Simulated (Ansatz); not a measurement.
Reaction (cleavage of the Si–Sn bond): `C[SiH2][SnH2][F]` + `CN[SiH3]` → `C[SiH2]N(C)[SiH3]` + `[F][SnH3]`

Computed with Ansatz on PBE0-D4/def2-TZVP structures; ΔE is electronic, products minus reactants. CCSD(T)/CBS is the MP2 limit (def2-TZVPP, def2-QZVPP) plus CCSD(T) − MP2 in def2-TZVPP, frozen cores. DFT in def2-TZVPP. def2 core potentials past Kr. For Sn outer-core shells are correlated without core-valence functions, which leaves a few kJ/mol of doubt a bond. One conformer a species, not always the lowest.

```tsv
level	ΔE (kJ/mol)
PBE0	-14.3
HF/def2-QZVPP	-35.7
```

**Question.** What does CCSD(T)/CBS give? (An estimate is asked.)

**Answer.** Ansatz gave: -27.4 kJ/mol. The listed levels differ from it by 13.1, -8.3 kJ/mol.

Largest T1 diagnostic among the species: 0.014.

From PBE to PBE0 (25 % exact exchange), in def2-TZVPP and without D4, ΔE moves by −6.3 kJ/mol. The D4 term adds −8.6 kJ/mol with B3LYP and −4.8 kJ/mol with PBE0; it sums over pairs of atoms, weighted by their polarisabilities, and B3LYP, whose exchange is more repulsive, gets the larger term.

B3LYP here is the variant with VWN-RPA as its local correlation; programs differ in this.
